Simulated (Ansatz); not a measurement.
Frontier orbitals of CH6NO3Ta (`C[N]=[Ta]([OH])([OH])[OH]`).

| atom | x (Å) | y (Å) | z (Å) |
| --- | --- | --- | --- |
| C1 | 0.260 | -1.379 | 1.521 |
| N2 | 0.082 | -0.435 | 0.479 |
| Ta3 | -0.140 | 0.744 | -0.820 |
| O4 | -0.300 | -0.183 | -2.492 |
| O5 | -1.733 | 1.758 | -0.486 |
| O6 | 1.376 | 1.917 | -0.873 |
| H7 | 0.279 | -2.405 | 1.133 |
| H8 | -0.551 | -1.321 | 2.257 |
| H9 | 1.202 | -1.213 | 2.056 |
| H10 | -0.276 | -1.119 | -2.681 |
| H11 | -2.358 | 1.702 | 0.235 |
| H12 | 2.161 | 1.933 | -0.328 |

Charge 0, multiplicity 1. Correlated methods include outer-core shells of Ta, which these sets cover unevenly. Ta takes the def2 core potential. The geometry is a stationary point of PBE0-D4/def2-TZVP. It is one conformer, not always the lowest. Basis def2-TZVPP, the Gaussian-basis code of Ansatz.

```tsv
functional	HOMO (eV)	LUMO (eV)
r2SCAN	-6.05	-0.25
```

Question: Give HOMO and LUMO (eV) with LDA (SPW92), PBE, revPBE, BLYP, B97M-V, PBE0, B3LYP, r2SCANh, r2SCAN0, HSE06 (plane-wave form), BHLYP, CAM-B3LYP, LC-ωPBE, ωB97X-V, ωB97M-V. (Estimate.)

Answer: Computed: 
| functional | HOMO | LUMO |
| --- | --- | --- |
| LDA (SPW92) | -5.98 | -0.96 |
| PBE | -5.81 | -0.77 |
| revPBE | -5.74 | -0.67 |
| BLYP | -5.68 | -0.78 |
| B97M-V | -6.07 | -0.68 |
| PBE0 | -7.11 | -0.04 |
| B3LYP | -6.88 | -0.36 |
| r2SCANh | -6.54 | -0.04 |
| r2SCAN0 | -7.27 | 0.27 |
| HSE06 (plane-wave form) | -6.71 | -0.39 |
| BHLYP | -8.28 | 0.49 |
| CAM-B3LYP | -8.46 | 0.64 |
| LC-ωPBE | -9.80 | 1.85 |
| ωB97X-V | -9.45 | 1.64 |
| ωB97M-V | -9.37 | 1.20 |

B3LYP here is the variant with VWN-RPA as its local correlation; programs differ in this. LC-ωPBE has ω = 0.4 bohr⁻¹. Positive LUMOs are unbound and depend on the basis.
